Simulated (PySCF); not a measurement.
**Zinc: highly charged ions in a basis for the neutral atom**

Zn⁶⁺ [Ar] 3d6, Zn⁷⁺ [Ar] 3d5. Computed with PySCF 2.14 in aug-cc-pVDZ-DK, with scalar relativity by spin-free X2C-1e. No spin-orbit coupling, so a gap to NIST mixes the basis error with missing relativistic terms.

Changed run: basis of the neutral atom used for a highly charged ion. This setting is unsound on purpose.

| species | method | sound run (hartree) | changed run (hartree) | converged |
| --- | --- | --- | --- | --- |
| Zn⁶⁺ | UHF | not run | -1782.91708 | yes |
| Zn⁶⁺ | M06-2X | not run | -1784.20126 | yes |
| Zn⁶⁺ | LDA | not run | -1780.95945 | yes |
| Zn⁷⁺ | UHF | not run | -1777.97522 | yes |
| Zn⁷⁺ | M06-2X | not run | -1779.18491 | yes |
| Zn⁷⁺ | LDA | not run | -1775.91151 | yes |

Ionisation energy of Zn⁶⁺:

```csv
method,changed run (eV),NIST (eV)
UHF,134.48,133.9 ± 1.2
M06-2X,136.50,133.9 ± 1.2
LDA,137.36,133.9 ± 1.2
```

The contracted functions were made for the neutral atom and can be too rigid for a highly charged ion.
